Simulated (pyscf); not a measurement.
## HO–Ga(F)–F, singlet

Gas-phase minimum from PySCF at ωB97X-D3(BJ)/def2-SVP, one conformer. 

```xyz
5

O     -0.2277     0.1965     0.8277
Ga    -1.4924    -0.5250    -0.1596
F     -1.4233    -2.1904    -0.6641
F     -2.8618     0.4084    -0.6685
H      0.4853    -0.4138     1.0510
```
Charge 0, spin multiplicity 1.

Bonded distances (Å): O1–Ga2 1.759, O1–H5 0.965, Ga2–F3 1.742, Ga2–F4 1.734. Bond angles (°): Ga2–O1–H5 113.7, O1–Ga2–F3 121.8, O1–Ga2–F4 120.8, F3–Ga2–F4 117.5.

Properties at ωB97X-D3(BJ)/def2-SVP:

- Harmonic wavenumbers, unscaled: 179, 194, 206, 347, 684, 761, 780, 845, 3907 cm⁻¹
- Zero-point energy: 11.3 kcal/mol
- Rotational symmetry number: 1
- Entropy of this conformer at 298 K and 1 atm, rigid rotor and harmonic oscillator, modes under 100 cm⁻¹ raised to 100: 312.3 J/(mol K)
- Dipole moment: 2.11 D

Single-point totals, which compare only within one level (frozen core for MP2 and CC):

```json
[
 {"level": "ωB97X-D3(BJ)/def2-TZVP", "total energy (hartree)": "-2200.58324"},
 {"level": "PBE/def2-TZVP", "total energy (hartree)": "-2200.04744"},
 {"level": "r²SCAN/def2-TZVP", "total energy (hartree)": "-2200.47940"},
 {"level": "B3LYP-D3(BJ)/def2-TZVP", "total energy (hartree)": "-2200.65785"},
 {"level": "PBE0-D3(BJ)/def2-TZVP", "total energy (hartree)": "-2200.08226"},
 {"level": "M06-2X/def2-TZVP", "total energy (hartree)": "-2200.51279"},
 {"level": "ωB97M-D3(BJ)/def2-TZVP", "total energy (hartree)": "-2200.68004"},
 {"level": "HF/def2-TZVPP", "total energy (hartree)": "-2197.81730"},
 {"level": "MP2/def2-TZVPP", "total energy (hartree)": "-2198.78239"},
 {"level": "CCSD/def2-TZVPP", "total energy (hartree)": "-2198.77251"},
 {"level": "CCSD(T)/def2-TZVPP", "total energy (hartree)": "-2198.80442"}
]
```

Soft torsions are taken as harmonic, which can shift the entropy by several J/(mol K). The CCSD(T) − MP2 part came from Ansatz, without density fitting, on the same reference. The frozen core leaves the outer d or s,p core shells of the metals and heavy elements correlated in the MP2 and CC values, and def2-TZVPP describes them poorly, so these totals are far from the basis limit. Elements up to Kr have no core potential and no relativistic terms here.
